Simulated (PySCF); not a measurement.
**PBE on Rh⁺ (rhodium, charge +1)**

Configuration: [Kr] 4d7 5s1, high-spin 5F determinant (an excited configuration). Computed with PySCF 2.14 in aug-cc-pVTZ-PP with ECP28MDF (6s6p5d3f2g, 88 functions), with a scalar-relativistic core potential.

| Item | Value |
| --- | --- |
| Total energy | -109.7841 hartree |
| One-electron energy | -186.4265 hartree |
| Hartree (Coulomb) energy | 87.6611 hartree |
| Exchange-correlation energy | -11.0186 hartree |
| ⟨S²⟩ | 6.0008 |
| ⟨L²⟩ | 12.014 |
| Sum of ⟨r⟩ | 21.85 bohr |
| Sum of ⟨r²⟩ | 37.83 bohr² |

| shell | electrons | mean orbital energy (hartree) | spread (hartree) | rms radius, mean of both spins (bohr) |
| --- | --- | --- | --- | --- |
| 4s α | 1 | -3.51293 | 0 | 1.05 |
| 4s β | 1 | -3.42255 | 0 | 1.05 |
| 4p α | 3 | -2.32330 | 0 | 1.16 |
| 4p β | 3 | -2.22977 | 0 | 1.16 |
| 4d α | 5 | -0.64467 | 0.03485 | 1.63 |
| 4d β | 2 | -0.57013 | 0 | 1.63 |
| 5s α | 1 | -0.47259 | 0 | 2.99 |

Energies and moments cover only the electrons outside the core potential.
